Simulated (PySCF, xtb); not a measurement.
C₂H₇AlO₂Si, SMILES [OH][Al](/[CH]=C/[SiH3])[OH]. Other conformers were not sampled.

Harmonic wavenumbers (cm⁻¹) from GFN2-xTB run with xtb at its own minimum, in rising order: 56, 71, 91, 121, 168, 202, 259, 262, 300, 363, 418, 426, 501, 517, 626, 653, 746, 785, 791, 793, 812, 955, 1034, 1135, 1271, 1597, 2232, 2240, 2257, 2975, 2994, 3789, 3791.

Task: What does PBE-D3(BJ)/def2-SVP in PySCF give at its own minimum? (Estimate from the structure and the level; the computed values follow.)

Result: 56, 68, 100, 133, 188, 227, 247, 277, 288, 334, 487, 552, 557, 562, 655, 745, 753, 824, 887, 901, 905, 916, 1029, 1128, 1256, 1561, 2147, 2149, 2167, 3031, 3038, 3831, 3838. Paired by order, the mean absolute difference is 44 cm⁻¹ and the zero-point energies are 50.4 and 51.2 kcal/mol.
